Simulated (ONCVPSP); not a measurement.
## What one change does to a pseudopotential (selenium, ONCV)

ONCVPSP 4.0.1 input, shortened (lines: element, Z, core and valence counts, functional; n l f; lmax; l rc ep ncon nbas qcut; lloc lpopt rc5 dvloc0; l nproj debl; icmod fcfact rcfact), LDA (Perdew-Wang 92), scalar-relativistic:

```
  Se 34.00    6    2  -001012      upf
    1    0    2.00
    2    0    2.00
    2    1    6.00
    3    0    2.00
    3    1    6.00
    3    2   10.00
    4    0    2.00
    4    1    2.00
    1
    0    1.55    0.00    3    7    4.30
    1    1.25    0.00    3    7    6.50
    1    5    1.25    0.00
    0    1    0.70
    1    0    2.40
    3    3.75    1.25
```

All-electron outer shells of the reference configuration (LDA (PZ), scalar-relativistic, ld1.x):

| shell | level (eV) | outermost node (bohr) | outermost maximum (bohr) |
| --- | --- | --- | --- |
| 3p | -175.48 | 0.21 | 0.50 |
| 3d | -76.11 | – | 0.45 |
| 4s | -37.91 | 0.70 | 1.47 |
| 4p | -25.71 | 0.73 | 1.69 |

Change: all radii but the core radius scaled by about 1.26 (s 1.96, p 1.58 bohr).

Cutoffs: the cutoffs (Ha) at which the residual kinetic energy of the hardest occupied pseudo-wave falls to 1 and 0.1 mHa per electron; they do not see the model core or the augmentation charge, which bear on the density cutoff. Errors are all-electron minus pseudo energies relative to the spin-unpolarised reference configuration.

Question: What does the change do?

Answer: The potential gets softer (24 Ha and 118 Ha → 13 Ha and 20 Ha); of the 4 tests that both files solve, the error grows in 4 and shrinks in 0 by more than 15 % and 0.3 meV (median size 5.8 → 18.8 meV); neither file shows a bound ghost. A larger radius leaves more room for a smooth pseudo-wave, so fewer plane waves are needed. More of the atom is replaced by a form fitted at one configuration, so other configurations suffer.

| quantity | base | changed |
| --- | --- | --- |
| cutoff, loose | 24 Ha | 13 Ha |
| cutoff, tight | 118 Ha | 20 Ha |
| loose cutoff by channel | s 17 Ha, p 24 Ha | s 8.0 Ha, p 13 Ha |
| bound ghosts | none | none |
| GHOST(+) flags under 300 eV | none | none |
| error for 4s2 4p4, meV [ΔE -31.56 eV] | +20 | +27 |
| error for 4s2 4p3, meV [ΔE -20.55 eV] | +8.4 | +11 |
| error for 4s2 4p1, meV [ΔE 31.15 eV] | -3.0 | +9.7 |
| error for 4s2 4p0, meV [ΔE 73.72 eV] | -3.1 | +69 |
| rms error of d²Exc/dni dnj with the model core, mHa | 4.15 | 3.75 |
